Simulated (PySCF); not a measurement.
TeHBr, SMILES [TeH]Br.

Coordinates come from a B3LYP-D3(BJ)/def2-TZVP optimisation. The def2 effective core potentials stand for the cores of Te; spin–orbit coupling is left out.

These are CAM-B3LYP/def2-TZVPD run with PySCF values and carry that method's errors.

### Question
Estimate the frontier levels, gap, dipole moment and polarisability. (The exact figures need the calculation; the answer reports its results.)

### Answer

* **highest occupied level**: -7.89 eV
* **lowest empty level**: -1.91 eV
* **orbital gap**: 5.97 eV
* **dipole moment**: 1.76 D
* **quadrupole, principal values (traceless, Buckingham form, about the centre of nuclear charge)**: -4.91, 1.29, 3.62 D·Å
* **mean static polarisability**: 64.7 bohr³ (9.59 Å³)
* **polarisability, principal values**: 54.4, 55.2, 84.6 bohr³
